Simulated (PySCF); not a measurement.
Molecule: `[SiH3]O[SiH2][SiH2]O[SiH3]`, H$_{10}$O$_{2}$Si$_{4}$.

Geometry:
```tsv
atom	x (Å)	y (Å)	z (Å)
Si1	3.800	-0.391	0.627
O2	2.302	-0.500	-0.070
Si3	0.967	0.262	-0.707
Si4	-0.878	-0.436	0.555
O5	-2.228	0.330	-0.051
Si6	-3.866	0.511	0.134
H7	4.421	-1.746	0.623
H8	3.682	0.091	2.037
H9	4.667	0.558	-0.136
H10	1.129	1.751	-0.642
H11	0.818	-0.122	-2.144
H12	-1.045	-1.922	0.473
H13	-0.690	-0.086	2.000
H14	-4.334	1.542	-0.833
H15	-4.187	0.949	1.527
H16	-4.565	-0.782	-0.137
```

Geometry PBE0-D3(BJ)/def2-SVP throughout; GIAO in PySCF 2.14, gas phase, one conformer, non-relativistic; equivalent atoms averaged; functional PBE0.

**Question.** How do the absolute shieldings σ depend on the basis set? (ppm; last column core-seconds on 1 thread of an x86-64 server CPU, shared host)

**Answer.** 
```tsv
basis set	functions	Si3/Si4	Si1/Si6	O2/O5	H10/H11/H12/H13	H7/H8/H9/H14/H15/H16	core-s
STO-3G	56	551.7	562.4	508.7	30.28	30.37	5.5
6-31G	90	441.5	448.1	379.8	27.23	27.41	10
pcSseg-0	90	411.0	410.6	406.3	27.20	27.50	8.4
6-31G*	120	421.5	425.5	345.5	26.43	26.75	14
def2-SVP	150	442.5	448.2	348.4	26.02	26.45	16
cc-pVDZ	150	440.9	448.5	352.8	25.96	26.35	19
pcSseg-1	180	381.2	386.3	349.0	25.97	26.34	51
aug-cc-pVDZ	244	439.0	444.6	349.4	25.90	26.26	39
6-311+G(2d,p)	254	376.1	380.5	335.6	25.93	26.28	41
def2-TZVP	270	365.4	370.1	331.4	25.91	26.25	47
```

**Question.** Which nucleus moves most, in ppm?

**Answer.** Si1/Si6 (silicon bonded to O, 3 H): from 370.1 ppm with def2-TZVP to 562.4 ppm with STO-3G. The smallest spread is 4.11 ppm, at H7/H8/H9/H14/H15/H16.

**Question.** Taking the largest basis, def2-TZVP (270 functions), as the yardstick, rank the others by their worst heavy-atom deviation.

**Answer.** 6-311+G(2d,p) 10.7 ppm (254 functions), pcSseg-1 17.6 ppm (180 functions), 6-31G* 56.1 ppm (120 functions), aug-cc-pVDZ 74.6 ppm (244 functions), pcSseg-0 74.8 ppm (90 functions), 6-31G 78.0 ppm (90 functions), def2-SVP 78.1 ppm (150 functions), cc-pVDZ 78.4 ppm (150 functions), STO-3G 192.3 ppm (56 functions).

A small basis that lands close on one nucleus may do so by chance; judge by the trend and by all nuclei.
